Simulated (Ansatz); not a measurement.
Consider the cleavage of the Si–B bond: `NB[SiH2]O` + `C=C[SiH2]N` → `C=C[SiH2]N[SiH2]O` + `BN`.

Program: Ansatz. Geometries: PBE0-D4/def2-TZVP. ΔE: electronic, gas phase. CCSD(T)/CBS is the MP2 limit (def2-TZVPP, def2-QZVPP) plus CCSD(T) − MP2 in def2-TZVPP, frozen cores. This one scheme is used for every species. Functionals use def2-TZVPP. B3LYP here is the variant with VWN-RPA as its local correlation; programs differ in this. Each species was taken in one conformer, which may not be the lowest.

| level | ΔE (kJ/mol) | difference from CCSD(T)/CBS |
| --- | --- | --- |
| B3LYP-D4 | -103.3 | 1.4 |
| ωB97X-V | -100.4 | 4.3 |
| B2PLYP | -102.1 | 2.6 |
| r2SCAN | -97.9 | 6.8 |
| B3LYP | -93.9 | 10.8 |
| HF/def2-TZVPP | -110.5 | -5.8 |
| MP2/def2-TZVPP | -112.4 | -7.7 |
| CCSD/def2-TZVPP | -104.3 | 0.4 |
| HF/CBS(def2) | -111.8 | -7.1 |
| MP2/CBS(def2) | -112.8 | -8.1 |
| CCSD(T)/CBS | -104.7 | 0 |

Largest T1 diagnostic among the species: 0.013.

The D4 term adds −9.4 kJ/mol with B3LYP and −5.5 kJ/mol with PBE0; it sums over pairs of atoms, weighted by their polarisabilities, and B3LYP, whose exchange is more repulsive, gets the larger term. From PBE to PBE0 (25 % exact exchange), in def2-TZVPP and without D4, ΔE moves by −7.3 kJ/mol.
